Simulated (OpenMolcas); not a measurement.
**V I: the spin-orbit constant, worked from levels**

| Property | Result |
| --- | --- |
| Program | OpenMolcas 26.06 |
| Basis | ANO-RCC-VTZP [6s5p3d2f1g] |
| Scalar Hamiltonian | DKH2, point nucleus |
| Active space | 5 electrons in 6 orbitals (3d 4s) |
| State averaging | 2S+1 = 4 even, 50 roots; 2S+1 = 6 even, 5 roots kept (CI in the orbitals of an earlier block); 2S+1 = 2 even, 91 roots kept (CI in the orbitals of an earlier block) |
| Spin-orbit coupling | state interaction with AMFI integrals over the reference wave functions, term energies averaged over their components |

Methods: CASSCF; SS-CASPT2, IPEA 0.25 Eh, imaginary shift 0.1 Eh (closed shells correlated: 3s 3p). Measured levels: NIST Handbook of Basic Atomic Spectroscopic Data.

**The spin-orbit constant.** For the Hund term ⁴F of d3, E(J) = (A/2) J(J+1) + constant and ζ = 2S·A = 3A. From J = 3/2 to J = 9/2 the energy changes by 10.5 A.

```json
{"Source": "CASSCF", "E(9/2) - E(3/2)": "495.8", "A": "47.2", "ζ": "142"}
{"Source": "SS-CASPT2", "E(9/2) - E(3/2)": "495.3", "A": "47.2", "ζ": "142"}
{"Source": "measured", "E(9/2) - E(3/2)": "553.0", "A": "52.7", "ζ": "158"}
```

All in cm-1. SS-CASPT2 is off by -10.4 % and CASSCF by -10.3 %. Both methods take the spin-orbit matrix elements from the reference wave functions, so the second can move ζ only through the term energies and any multistate remixing. Second-order mixing with other terms is absorbed into this ζ.

Term energies are means over components that CASPT2 splits; among the terms shown or strongly mixed into the levels shown the widest spread is 1800 cm-1 (3d³ 4s² ⁴F, SS-CASPT2). Over all roots computed the reference weight is 0.82 to 0.91 in SS-CASPT2; the roots of lowest weight are the least certain, and an intruder state may touch them. Configurations are named by rounded mean occupations; where the s occupation lies near a half they are strongly mixed, a name can repeat and a true partner stay unpaired. Without dynamic correlation excited terms often stand tens of per cent too high (terms of higher spin than the ground term too low), and those without a measured partner can miss by more than the paired ones (holds for CASSCF). The lowest computed level is not the ground level that NIST lists (4F3/2) (holds for CASSCF). Measured partners are found by configuration, term and J. A level has none where our copy of the source lacks it or the pairing is in doubt (some pairs that miss far off the trend of their configuration count as doubtful), and it then counts in no deviation. Only configurations of the active space appear.
